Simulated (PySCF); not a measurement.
Two-component Hartree-Fock for In⁴⁺ (indium, charge +4)

Start: [Kr] 4d9; 4d3/2 filled at m_j = -1/2, +1/2, +3/2; 4d5/2 filled at m_j = -5/2, -3/2, -1/2, +1/2, +3/2, +5/2. Calculated with PySCF 2.14 in x2c-TZVPall-2c (8s9p5d2f, 74 functions): generalised Hartree-Fock with the X2C-1e Hamiltonian and a Gaussian nucleus; one run each with spin-orbit coupling (SO) screened by Boettger's factors, then bare. This is a chosen level, not necessarily the ground level.

```csv
spinor shell,electrons,"ε, screened SO (eV)","ε, bare SO (eV)",weight of nominal j (bare SO),"rms radius, bare SO (bohr)"
1s1/2,2,-28128.7,-28128.5,1.000,0.0340
2s1/2,2,-4344.2,-4344.2,1.000,0.139
2p1/2,2,-4043.8,-4050.6,1.000,0.120
2p3/2,4,-3831.1,-3828.3,1.000,0.125
3s1/2,2,-903.07,-903.06,1.000,0.371
3p1/2,2,-780.48,-781.73,1.000,0.364
3p3/2,4,-740.75,-740.24,1.000,0.376
3d3/2,4,-525.35,-526.59,1.000,0.350
3d5/2,6,-517.87,-517.07,1.000,0.353
4s1/2,2,-191.89,-191.90,1.000,0.902
4p1/2,2,-148.43,-148.66,0.973,0.958
4p3/2,4,-142.82,-142.74,0.987,0.987
4d3/2,3,-74.964,-75.100,0.900,1.19
4d5/2,6,-73.934,-73.854,0.950,1.20
```

```
   quantity  screened SO      bare SO
E (hartree)  -5875.07946  -5875.19347
        M_J          3/2          3/2
       ⟨J²⟩        3.752        3.752
       ⟨L²⟩        6.018        6.020
       ⟨S²⟩        0.766        0.768
```

Each row is a mean over spinors that exchange with the open shell spreads, by up to 5.138 eV (4p1/2).

Rows whose weight is well below 1 are mixtures of j = l ± 1/2: exchange outweighs spin-orbit coupling there, and the label is only the starting occupation.

Breit and QED terms are absent; they matter most for the inner s and p1/2 levels.

Densities and radii are taken from the X2C orbitals without a picture-change correction, which distorts them close to the nucleus.
